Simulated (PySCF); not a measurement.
C2H6BClO2, SMILES CCOB(O)Cl. Geometry: PBE0-D3(BJ)/def2-SVP. Other conformers were not sampled.

Computed equilibrium geometry at PBE0-D3(BJ)/def2-SVP (PySCF confirms it by a frequency run) as a Z-matrix (one conformer of several):
```
C
H 1 1.1007
H 1 1.1025 2 107.87
O 1 1.4183 2 106.30 3 117.90
B 4 1.3407 1 121.11 2 -154.31
O 5 1.3556 4 121.88 1 1.44
H 6 0.9617 5 112.71 4 178.75
C 1 1.5121 2 110.64 3 -121.04
H 8 1.1002 1 110.66 2 -62.03
H 8 1.1002 9 108.54 1 121.78
H 8 1.1006 9 108.32 10 117.09
Cl 5 1.7796 4 117.82 1 -178.79
```
